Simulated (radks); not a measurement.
Values are calculated unless marked as measured or tabulated.
All-electron atom: In+ in [Kr] 4d10 5s2. Code: a radial shooting solver on a logarithmic mesh with Libxc functionals. Model: scalar-relativistic Kohn-Sham, PBEsol, spin-polarised, spherical densities, finite nucleus; Fermi nuclear charge, rms radius 4.6156 fm.

Normalised radial functions P(r) = r R(r), r in bohr:

r	4p	4d	5s
0.003693	0.0091	0.0001	0.0485
0.004926	0.0152	0.0002	0.0593
0.006518	0.0247	0.0004	0.0704
0.008693	0.0403	0.0008	0.0812
0.0115	0.0641	0.0017	0.0887
0.01534	0.1012	0.0037	0.0898
0.02046	0.1549	0.0080	0.0793
0.02707	0.2247	0.0166	0.0528
0.03611	0.3103	0.0337	0.0058
0.04778	0.3902	0.0648	-0.0553
0.06372	0.4324	0.1201	-0.1179
0.08499	0.3779	0.2069	-0.1483
0.1125	0.1820	0.3206	-0.1113
0.15	-0.1607	0.4439	0.0072
0.1984	-0.5118	0.5136	0.1532
0.2647	-0.6538	0.4490	0.2217
0.353	-0.3638	0.1816	0.1062
0.4671	0.2836	-0.2450	-0.1446
0.623	0.9513	-0.7017	-0.3361
0.8243	1.1951	-0.9648	-0.2519
1.099	0.9534	-0.9470	0.1059
1.455	0.5275	-0.7238	0.4974
1.94	0.1950	-0.4370	0.7131
2.588	0.0459	-0.2069	0.6614
3.424	0.0065	-0.0748	0.4375
4.567	0.0004	-0.0178	0.1975
6.042	0.0000	-0.0027	0.0595
8.059	0.0000	-0.0002	0.0098

4p: eigenvalue -85.520 eV, 2 radial nodes at r = 0.132, 0.418 bohr, <r> = 0.922 bohr, 90 % of the charge inside 1.36 bohr. 4d: eigenvalue -26.074 eV, 1 radial node at r = 0.401 bohr, <r> = 1.18 bohr, 90 % of the charge inside 1.86 bohr. 5s: eigenvalue -14.984 eV, 4 radial nodes at r = 0.0372, 0.148, 0.401, 1.02 bohr, <r> = 2.47 bohr, 90 % of the charge inside 3.64 bohr.
